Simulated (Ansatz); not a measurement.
Reaction (ligand exchange at the Si–C bond): `O[SiH](O)C[SiH](O)F` + `O[SiH2]F` → `O[SiH](O)O[SiH2]F` + `C[SiH](O)F`

Program: Ansatz. Geometries: PBE0-D4/def2-TZVP. ΔE: electronic, gas phase. CCSD(T)/CBS is the MP2 limit (def2-TZVPP, def2-QZVPP) plus CCSD(T) − MP2 in def2-TZVPP, frozen cores. DFT in def2-TZVPP. B3LYP here is the variant with VWN-RPA as its local correlation; programs differ in this. One conformer a species, not always the lowest.

| level | ΔE (kJ/mol) |
| --- | --- |
| PBE0-D4 | -89.6 |
| B3LYP-D4 | -100.8 |
| HF/def2-TZVPP | -134.9 |
| CCSD(T)/def2-TZVPP | -99.4 |

Question: What does CCSD(T)/CBS give? (Best estimate.)

Answer: The calculation gave: -100.3 kJ/mol. The listed levels differ from it by 10.7, -0.5, -34.6, 0.9 kJ/mol.

Largest T1 diagnostic among the species: 0.012.

The D4 term adds +8.7 kJ/mol with B3LYP and +4.7 kJ/mol with PBE0; it sums over pairs of atoms, weighted by their polarisabilities, and B3LYP, whose exchange is more repulsive, gets the larger term. From PBE to PBE0 (25 % exact exchange), in def2-TZVPP and without D4, ΔE moves by −6.4 kJ/mol.
